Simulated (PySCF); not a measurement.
A GIAO shielding run with PySCF 2.14.0 with density-fitted response routines (density fitting, non-relativistic, gas phase) on `InChI=1S/C5H10OSSi/c6-1-5-2-7-4-8-3-5/h1,5H,2-4,8H2/t5-/m1/s1`:

```
$ OMP_NUM_THREADS=1 python probes_run.py task.json out

{"job": {"kind": "nmr", "xc": "PBE0", "basis": "pcSseg-1"}, "charge": 0, "multiplicity": 1}
O      0.713319    -0.570516     1.695983
C      1.326202     0.175198     0.937846
C      1.220312    -0.021288    -0.579441
C      0.320282    -1.221493    -0.805970
Si    -1.106508    -1.137193     0.465086
C     -1.508422     0.724539     0.799674
S     -0.153048     1.886170     0.557267
C      0.555048     1.274803    -1.018381
H      2.147418     0.800298     1.304169
H      2.211995    -0.150579    -1.026272
H     -0.033542    -1.234500    -1.834763
H      0.887804    -2.137340    -0.651519
H     -1.186928    -2.032177     1.607115
H     -2.304553    -1.472128    -0.363536
H     -1.800995     0.865640     1.836612
H     -2.326097     1.073904     0.173935
H      1.262278     2.032594    -1.350836
H     -0.233323     1.150384    -1.758626
```

Hardware: 1 thread of an Intel Xeon 6975P-C, shared host. The job also computes population analyses, field gradients, ring-centre shieldings.

**Question.** How large is the calculation?

**Answer.** 78 electrons, 200 basis functions and 1082 auxiliary functions.

**Question.** How long does it take, and how much memory does it need?

**Answer.** 27 s of wall time, with 14 SCF cycles and 5 response iterations; peak memory 0.89 GiB. Times on a shared host scatter by some tens of per cent.
